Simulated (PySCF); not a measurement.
Structure problem from calculated spectra and properties.

Formula: C6H13BO2.

- NMR, other nuclei: isotropic shieldings of nuclei other than C and H, by class: 77 (1 B), 206 (2 O) ppm [GIAO PBE0/pcSseg-1]
- UV, strongest line: among the 10 lowest singlet transitions: S7 at 8.77 eV (141 nm, f = 0.030) [TDDFT CAM-B3LYP/def2-SVPD]
- Dipole: 3.36 D [CAM-B3LYP/def2-SVPD]
- 13C NMR: chemical shifts (computed TMS as zero) by class: 68.1 (2 C), 38.2 (1 C), 33.9 (1 C), 23.3 (1 C), 16.7 (1 C) ppm [GIAO PBE0/pcSseg-1]
- 1H NMR: chemical shifts (computed TMS as zero) by class: 4.09 (1 H), 3.91 (2 H), 3.44 (2 H), 1.56 (1 H), 1.19 (2 H), 1.00 (3 H), 0.82 (2 H) ppm [GIAO PBE0/pcSseg-1]
- Rotational structure: rotational constants A, B, C: 4.123, 0.815, 0.711 GHz [PBE0-D3(BJ)/def2-SVP]
- Triplet: lowest triplet excitation (Tamm–Dancoff): 7.18 eV [TDA CAM-B3LYP/def2-SVPD]
- Polarisability: 90.1 au [CAM-B3LYP/def2-SVPD]
- UV, first state: lowest singlet excitation: 7.86 eV (158 nm, f = 0.006) [TDDFT CAM-B3LYP/def2-SVPD]

Gas-phase values; electronic properties from PySCF, density fitting. Levels stand in brackets. Geometry: PBE0-D3(BJ)/def2-SVP, one conformer, isolated molecule. NMR values are class means; diastereotopic atoms form classes of their own.

Problem. Propose a structure and show how it fits.

Solution. Numbering: `[CH3:1][CH2:2][CH2:3][CH:4]1[CH2:5][O:6][BH:7][O:8][CH2:9]1`. 6 carbons fall into 5 classes; from least to most shielded: ring sp3 carbon bound to oxygen [C5/C9] (68.1 ppm, 2 C), sp3 CH carbon [C4] (38.2 ppm), chain CH2 carbon [C3] (33.9 ppm), chain CH2 carbon [C2] (23.3 ppm), methyl carbon [C1] (16.7 ppm). Hydrogen classes from least to most shielded: 1 H on a three-coordinate boron, B7 (4.09 ppm), 2 H on 2 like atoms (sp3 carbon bound to oxygen), C5/C9 (3.91 ppm), 2 H on 2 like atoms (sp3 carbon bound to oxygen), C5/C9 (3.44 ppm), 1 H on an sp3 CH carbon, C4 (1.56 ppm), 2 H on a chain CH2 carbon, C2 (1.19 ppm), 3 H on a methyl carbon, C1 (1.00 ppm), 2 H on a chain CH2 carbon, C3 (0.82 ppm). The other shieldings belong to: 77 ppm, three-coordinate boron [B7]; 206 ppm, boron-bound oxygen [O6/O8]. The optimised geometry has point group C1 and is an asymmetric top. Structure: `CCCC1COBOC1`. Computed isomers that give other values at the same levels: `C=CC(C)(C)OBOC` (rotational constant A: 2.597 GHz; this holds for the one conformer computed); `CC/C=C/B(OC)OC` (rotational constant A: 2.443 GHz; this holds for the one conformer computed); `CC/C=C\B(OC)OC` (rotational constant A: 2.345 GHz; this holds for the one conformer computed). The assignments are read from this structure; whether some other isomer fits the data as well wasn't checked.
